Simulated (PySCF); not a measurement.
SMILES F[SiH2]C[SiH3] at its PBE0/def2-SVP optimised geometry (Å):

```
11

Si     0.8762    -0.9165     0.5827
C      0.0801     0.6946     0.0000
Si    -1.7835     0.6946     0.0000
F     -2.2990    -0.0425     1.3605
H      0.2857    -2.0747    -0.1562
H      2.3474    -0.8864     0.3174
H      0.6583    -1.1141     2.0453
H      0.4532     1.5175     0.6333
H      0.4221     0.9006    -1.0299
H     -2.3143    -0.0797    -1.1577
H     -2.3474     2.0747     0.0000
```

Calculation: PBE0/def2-TZVP in PySCF 2.14.0. Cells within 0.4 Å of a nucleus heavier than hydrogen are left out (blank, or x).

Map of the log10 of the electron density (e/bohr³), floored at −4 on the plane z = 1.0 Å:

```
|00000000000000000000000000000|
|00000000000000000000000000000|
|00000000000000000000000000000|
|00000011100000000000000000000|
|00001222211000000000000000000|
|00012333322111222110000000000|
|00123344433223333321000000000|
|00123445543334455432100000000|
|00123455554445666543100000000|
|00123455555455677643200000000|
|00134556655556777653210000000|
|00234566666566776654221000000|
|01245678776666666654332110000|
|01346799976666666655443321000|
|0134689x986556666665554432000|
|01346899976555677766665432100|
|00245788765445678877766543100|
|00134566654445679987766543100|
|00023444443345678877666542100|
|00001233322345667766655432100|
|00000011112245566655544321000|
|00000000001234555554433210000|
|00000000001233444443221100000|
|00000000000122333322110000000|
|00000000000011222211000000000|
|00000000000000111100000000000|
|00000000000000000000000000000|
|00000000000000000000000000000|
|00000000000000000000000000000|
```
Scale: ten equal steps from -4.00 (start of '0') to -0.170 (end of '9'), in the order '0123456789'; x runs from -4.50 to 4.50, y from -4.50 (bottom) to 4.50 (top).
